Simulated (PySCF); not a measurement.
**Electron correlation in Cl⁺ (chlorine, charge +1)**

[Ne] 3s2 3p4, high-spin 3P determinant. All numbers are calculated (PySCF 2.14, scalar relativity by spin-free X2C-1e, in x2c-TZVPall). Frozen: [Ne]; 6 electrons correlated.

MP2 pair energies summed by pair of shells (mhartree):

| pair | energy | share (%) |
| --- | --- | --- |
| 3p-3p | -56.74 | 47.0 |
| 3s-3p | -54.92 | 45.5 |
| 3s-3s | -9.10 | 7.5 |

Total MP2 correlation energy: -120.76 mhartree.

Same-spin part -28.05 and opposite-spin part -92.71 mhartree; SCS-MP2 scales them by 1/3 and 6/5 to -120.60 mhartree.

| level | correlation energy (mhartree) |
| --- | --- |
| CCSD | -146.27 |
| (T) | -4.30 |
| CCSD(T) | -150.57 |

Diagnostics: T1 = 0.0086, D1 = 0.0278, largest double amplitude 0.059.

Is a single reference adequate?

Yes: T1 lies below 0.03 and no double amplitude reaches 0.07.
